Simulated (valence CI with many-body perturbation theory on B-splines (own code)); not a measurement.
## Ru²¹⁺: M1 decay

Level of theory: relativistic CI+MBPT: five valence electrons over a frozen Dirac-Fock core [Ar], a basis of 7 s, 7 p, 8 d, 6 f, 4 g, 1 h functions for each j, with the one-electron correlation potential Σ1, the two-electron term Σ2, the three-electron term Σ3, Breit, model QED; selected CI, second order for the rest, scaled by the run's own slope (own B-spline code, finite nucleus).

No measured levels were compared; by estimate terms of the open shell hold to 2 to 4 % of their energy, and close levels can change places. Only levels of the ground parity were solved; by the run's estimate the other parity begins above the list, which can be wrong where configurations are misplaced.

Lines 51 to 100 of 120 in falling wavelength, among levels below 50.060 eV, chosen from the decays that carry over 1 % of a level's rate. Wavelengths and rates use the calculated energies, so an error of 3000 cm⁻¹ moves a line at 193.4 nm by 5.8 % and its rate by three times that or more. S is in atomic units (e²a₀⁴ for E2 and M2, e²a₀⁶ for E3), for M1 in squared Bohr magnetons. Weak lines are less certain than strong ones. Lines between different terms over intervals too small for the method are left out, as are lines whose strength nearly cancels.

Names give the largest LS component (configuration and term), which can be under half, so a name can repeat, a term be missing and a line seem to break the LS rules; names also repeat where a configuration has a term twice. Letters in brackets count levels of one name in rising energy.

```csv
λ vac (nm),Upper,Lower,Type,A (s⁻¹),S (a.u.)
193.4,3d5 2H_11/2,3d5 2G_9/2 [a],M1,2.56e+02,8.23e-01
185.8,3d5 2F_7/2 [c],3d5 2F_5/2 [a],M1,6.90e+01,1.31e-01
185.0,3d5 4F_3/2,3d5 4D_3/2,M1,5.94e+02,5.58e-01
184.5,3d5 2F_7/2 [a],3d5 4G_9/2,M1,4.34e+02,8.09e-01
181.4,3d5 4D_5/2,3d5 4G_5/2 [a],M1,2.10e+02,2.79e-01
179.8,3d5 2F_7/2 [a],3d5 4G_5/2 [b],M1,5.51e+00,9.50e-03
178.7,3d5 2F_7/2 [c],3d5 2G_9/2 [a],M1,5.83e+02,9.87e-01
178.3,3d5 4F_5/2,3d5 4D_7/2,M1,1.06e+02,1.34e-01
174.5,3d5 2H_11/2,3d5 2I_13/2,M1,5.68e+02,1.34e+00
172.5,3d5 2I_13/2,3d5 4G_11/2,M1,7.14e+01,1.90e-01
172.2,3d5 4F_3/2,3d5 4D_1/2,M1,3.51e+02,2.65e-01
170.1,3d5 2G_7/2 [a],3d5 4D_5/2,M1,2.23e+01,3.25e-02
167.6,3d5 2D_3/2 [a],3d5 4P_3/2,M1,1.25e+03,8.70e-01
166.5,3d5 2F_5/2 [b],3d5 4D_3/2,M1,1.61e+02,1.66e-01
164.9,3d5 2F_7/2 [a],3d5 4G_7/2,M1,5.72e+00,7.62e-03
163.8,3d5 2F_7/2 [c],3d5 2F_7/2 [a],M1,3.71e+02,4.83e-01
163.6,3d5 2H_9/2,3d5 4D_7/2,M1,1.44e+02,2.33e-01
159.1,3d5 2F_5/2 [a],3d5 4G_5/2 [b],M1,3.72e+03,3.33e+00
157.4,3d5 2G_9/2 [a],3d5 4G_11/2,M1,3.24e+02,4.68e-01
157.3,3d5 2F_5/2 [a],3d5 4P_3/2,M1,1.89e+02,1.64e-01
155.4,3d5 4F_3/2,3d5 4D_5/2,M1,4.72e+02,2.63e-01
152.9,3d5 4D_3/2,3d5 4G_5/2 [a],M1,1.61e+02,8.53e-02
152.2,3d5 2G_9/2 [a],3d5 4G_7/2,M1,2.72e+02,3.55e-01
149.4,3d5 2F_7/2 [b],3d5 4D_5/2,M1,3.31e+02,3.27e-01
147.4,3d5 2F_5/2 [a],3d5 4G_7/2,M1,5.64e+02,4.01e-01
147.1,3d5 2G_7/2 [a],3d5 4D_7/2,M1,4.68e+02,4.42e-01
145.6,3d5 2H_11/2,3d5 2I_11/2,M1,1.98e+03,2.72e+00
142.2,3d5 2F_5/2 [b],3d5 4D_5/2,M1,1.41e+02,9.00e-02
133.1,3d5 2G_9/2 [b],3d5 2I_11/2,M1,4.39e+02,3.84e-01
131.3,3d5 2F_7/2 [b],3d5 4D_7/2,M1,1.03e+03,6.94e-01
128.4,3d5 2F_7/2 [a],3d5 4G_5/2 [a],M1,5.84e+01,3.66e-02
125.7,3d5 2F_5/2 [b],3d5 4D_7/2,M1,4.88e+02,2.16e-01
125.4,3d5 4F_5/2,3d5 4G_5/2 [b],M1,2.15e+02,9.46e-02
123.1,3d5 2D_3/2 [a],3d5 4G_5/2 [a],M1,1.02e+03,2.83e-01
120.0,3d5 2H_9/2,3d5 4G_9/2,M1,1.40e+03,8.96e-01
119.3,3d5 2F_7/2 [c],3d5 4D_5/2,M1,6.75e+01,3.40e-02
118.0,3d5 4F_5/2,3d5 4G_7/2,M1,4.95e+02,1.81e-01
117.5,3d5 2F_5/2 [a],3d5 4G_5/2 [a],M1,1.99e+02,7.18e-02
115.7,3d5 4G_5/2 [a],3d5 6S_5/2,M1,1.50e+03,5.17e-01
114.2,3d5 2H_9/2,3d5 4G_11/2,M1,5.44e+02,3.00e-01
111.4,3d5 2H_9/2,3d5 4G_7/2,M1,5.69e+02,2.92e-01
110.9,3d5 2G_7/2 [a],3d5 4G_9/2,M1,8.42e+02,3.40e-01
109.1,3d5 2G_7/2 [a],3d5 4G_5/2 [b],M1,3.62e+01,1.40e-02
107.5,3d5 2F_7/2 [c],3d5 4D_7/2,M1,8.56e+01,3.15e-02
105.0,3d5 2G_9/2 [b],3d5 4D_7/2,M1,5.80e+02,2.49e-01
103.5,3d5 2G_7/2 [a],3d5 4G_7/2,M1,3.27e+01,1.07e-02
102.9,3d5 4F_3/2,3d5 4G_5/2 [b],M1,8.17e+01,1.32e-02
102.2,3d5 4F_3/2,3d5 4P_3/2,M1,7.23e+01,1.14e-02
101.7,3d5 2F_7/2 [b],3d5 4G_9/2,M1,9.55e+02,2.97e-01
96.91,3d5 2F_5/2 [b],3d5 4G_5/2 [b],M1,3.40e+02,6.88e-02
```
